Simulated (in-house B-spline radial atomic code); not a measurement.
Results of a calculation; reference values are marked as such.
## Making a Troullier-Martins d channel for Cu, r_c = 1.34 bohr

Cu, [Ar] 3d10 4s1, non-relativistic PBE, spherical and spin-unpolarised, from an all-electron radial atomic-structure program (B-spline basis) (atomic units). The all-electron 3d level is ε = -0.191591 hartree and its outer maximum at 0.60 bohr.

Inside r_c the pseudo-orbital is u(r) = r^3 exp(p(r)), with p = c0 + c2 r² + c4 r⁴ + … + c12 r¹². The seven coefficients follow from p and its first four derivatives at r_c, from zero curvature of the screened potential at the origin, c4 = −c2²/(2l + 5), and from the norm inside r_c. At r_c the all-electron orbital has P = 0.6061636, P' = -0.5042645, the screened potential V = -1.523505, V' = 2.829006, V'' = -7.63949, and the norm inside is Q = 0.7667192.

**Question.** What are p, p' and p'' at r_c?

**Answer.** p = ln(P/r_c^3) = ln(0.6061636/2.4061) = -1.37861. p' = P'/P − 3/r_c = -0.83190 − 2.23881 = -3.07070. The radial equation gives p'' = 2(V − ε) − 2(3) p'/r_c − p'² = -2.66383 − (-13.74941) − 9.42920 = 1.65637. Differentiating, p''' = 2V' + 2(3)p'/r_c² − 2(3)p''/r_c − 2p'p'' = -1.8469, and p'''' = 2V'' − 4(3)p'/r_c³ + 4(3)p''/r_c² − 2(3)p'''/r_c − 2p''² − 2p'p''' = 2.5452.

For a trial c2 the five matching conditions are linear in c0, c6, c8, c10 and c12, and c2 is varied until the norm inside r_c equals Q. The root nearest zero gives:

```
 n          c_n
 0     2.943934
 2     -3.60083
 4    -1.440664
 6     3.703216
 8    -2.448839
10    0.7299784
12  -0.08414613
```

**Question.** Check c4 and p(r_c), and find the screened pseudopotential at the origin.

**Answer.** −c2²/9 = -1.44066, as listed. The terms c_n r_c^n are 2.94393, -6.46565, -4.64496, 21.43916, -25.45650, 13.62567, -2.82028, which sum to -1.37861. Inverting the radial equation, V_l(r) = ε + 3 p'/r + (p'' + p'²)/2, so V_l(0) = ε + (2l + 3) c2 = -0.191591 + 7 × (-3.60083) = -25.3974 hartree, finite where the all-electron potential diverges.

Orbitals and screened potentials:

```
r (bohr)       P        u  V all-electron  V pseudo
   0.134  0.1896  0.04281          -138.2    -25.35
   0.335  0.7403   0.4703          -33.57     -23.7
   0.536  0.9652   0.9922          -13.78    -17.47
   0.737  0.9437    1.062          -6.734    -8.599
   0.938  0.8358   0.8773           -3.73    -2.861
   1.139  0.7155    0.718           -2.29    -1.666
    1.34  0.6062   0.6062          -1.524    -1.524
```

Logarithmic derivatives P'/P at R = 1.64 bohr, for energies E around ε:

```csv
E − ε (hartree),all-electron,pseudo
-0.5,0.867201,0.885615
-0.25,0.333642,0.343955
-0.1,-0.21627,-0.213128
0,-0.817315,-0.817317
0.1,-1.87617,-1.86492
0.25,-7.58708,-7.09897
0.5,6.64786,7.53579
```

**Question.** With P(R) = 0.472972 and a norm of 0.8535487 inside R, what slope in energy does norm conservation fix?

**Answer.** d(P'/P)/dE = −2 × (norm inside R)/P(R)² = -7.6311 per hartree·bohr at E = ε, for both atoms, since orbital and norm agree at R. Differences over ±0.1 hartree give -8.2995 (all-electron) and -8.2590 (pseudo), which also hold third-order terms. Half a hartree below ε the two curves differ by +0.0184.
